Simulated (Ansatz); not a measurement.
Consider the redistribution: `N[Si](F)(F)F` + `B[Se]C=C` → `C=C[Se][Si](F)(F)F` + `BN`.

Isolated molecules relaxed with PBE0-D4/def2-TZVP in Ansatz; ΔE leaves out vibrations. CCSD(T)/CBS is the MP2 limit (def2-TZVPP, def2-QZVPP) plus CCSD(T) − MP2 in def2-TZVPP, frozen cores. This one scheme is used for every species. Functionals use def2-TZVPP. B3LYP here is the variant with VWN-RPA as its local correlation; programs differ in this. For Se outer-core shells are correlated without core-valence functions, which leaves a few kJ/mol of doubt a bond. Scalar relativity is left out up to krypton. One conformer a species, not always the lowest.

| level | ΔE (kJ/mol) |
| --- | --- |
| PBE-D4 | -32.4 |
| ωB97X-V | -28.7 |
| ωB97M-V | -30.4 |
| r2SCAN | -21.9 |
| B3LYP | -23.9 |
| HF/def2-TZVPP | -15.4 |
| CCSD/def2-TZVPP | -18.0 |
| CCSD(T)/def2-TZVPP | -19.1 |

(1) What does CCSD(T)/CBS give? (Best estimate.)

Largest T1 diagnostic among the species: 0.013.

Answers

(1) The calculation gave: -21.3 kJ/mol. The listed levels differ from it by -11.1, -7.4, -9.1, -0.6, -2.6, 5.9, 3.3, 2.2 kJ/mol.

From PBE to PBE0 (25 % exact exchange), in def2-TZVPP and without D4, ΔE moves by +3.7 kJ/mol. In def2-TZVPP, CCSD(T) changes the Hartree–Fock value by −3.7 kJ/mol (the triples alone add −1.1 kJ/mol) and MP2 by −4.3 kJ/mol. The D4 term adds −6.7 kJ/mol with B3LYP and −3.9 kJ/mol with PBE0; it sums over pairs of atoms, weighted by their polarisabilities, and B3LYP, whose exchange is more repulsive, gets the larger term.
